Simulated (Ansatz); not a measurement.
Molecule: 1,1,1-trifluoroethane, C2H3F3, net charge 0, singlet state. 
Geometry from a B3LYP-D3(BJ)/def2-TZVP (Ansatz, an electronic-structure program) optimisation:
```xyz
8

C     -1.4757    -0.0186     0.0562
C      0.0246     0.0003    -0.0009
F      0.5756    -0.1412     1.2237
F      0.5104    -0.9973    -0.7704
F      0.4930     1.1584    -0.5135
H     -1.8076    -0.9670     0.4743
H     -1.8219     0.7996     0.6848
H     -1.8753     0.0980    -0.9493
```
Charge 0, spin multiplicity 1.

Computed values are from Ansatz. Valence correlation only, unless marked. UHF or UKS for open shells. Spin-orbit coupling is left out. No relativistic terms. Basis-set limits of correlation are two-point, X^-3; Hartree-Fock from the larger set (for Q and 5 zeta extrapolated as (X+1)exp(-9√X)). The bracket is a focal-point correction in the basis named.

Task: What is the dipole moment at CCSD(T)/aug-cc-pVDZ?

Result: 2.34 D.

Task: What is the total energy at CCSD(T)/CBS(cc-pVQZ,cc-pV5Z)?

Result: -377.2989 Eh.

Task: What is the T1 diagnostic at CCSD/cc-pV5Z?

Result: 0.011.

Task: What is the vertical ionisation energy (to the doublet) at RI-MP2/CBS(aug-cc-pVTZ,aug-cc-pVQZ)+[CCSD(T)-MP2]/aug-cc-pVTZ?

Result: 14.14 eV.

Task: What is the atomisation energy De at CCSD(T)/CBS(cc-pVQZ,cc-pV5Z)?

Result: 759.9 kcal/mol.
